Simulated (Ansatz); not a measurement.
Relaxation of CH₃BTe (6 atoms, charge 0, multiplicity 1), to a largest force component of 0.02 eV/Å in at most 40 steps.

Theory: Ansatz, RKS PBE0/def2-SVP.

```xyz
6
Properties=species:S:1:pos:R:3:forces:R:3
B -0.539 -0.609 -0.526 2.62 0.33 2.29
C 0.262 0.471 0.272 -2.19 2.99 -1.70
Te 1.159 -1.240 0.823 0.16 -3.03 -0.21
H -1.394 -0.803 -1.287 -0.65 -0.45 -0.59
H 0.872 1.127 -0.401 -0.43 0.02 0.72
H -0.317 0.990 1.072 0.48 0.14 -0.51
```

**Question.** Where does it end, and by what steps?

**Answer.** The forces met the threshold. After 6 steps the energy has fallen by 0.709 eV; Te3 moved furthest, 0.24 Å.

| step | energy less start (eV) | largest force component (eV/Å) | accepted |
| --- | --- | --- | --- |
| 0 | 0.0000 | 3.034 | yes |
| 1 | -0.6507 | 0.707 | yes |
| 2 | -0.6991 | 0.305 | yes |
| 3 | -0.7082 | 0.140 | yes |
| 4 | -0.7085 | 0.068 | yes |
| 5 | -0.7071 | 0.122 | no |
| 6 | -0.7092 | 0.010 | yes |

```xyz
6
Properties=species:S:1:pos:R:3
B -0.475 -0.601 -0.476
C 0.188 0.590 0.210
Te 1.053 -1.422 0.713
H -1.335 -0.948 -1.234
H 0.892 1.234 -0.330
H -0.279 1.082 1.071
```

Time of the run: 10 s on 1 thread of Intel(R) Xeon(R) 6975P-C (Granite Rapids) (shared host), peak memory 0.14 GiB.
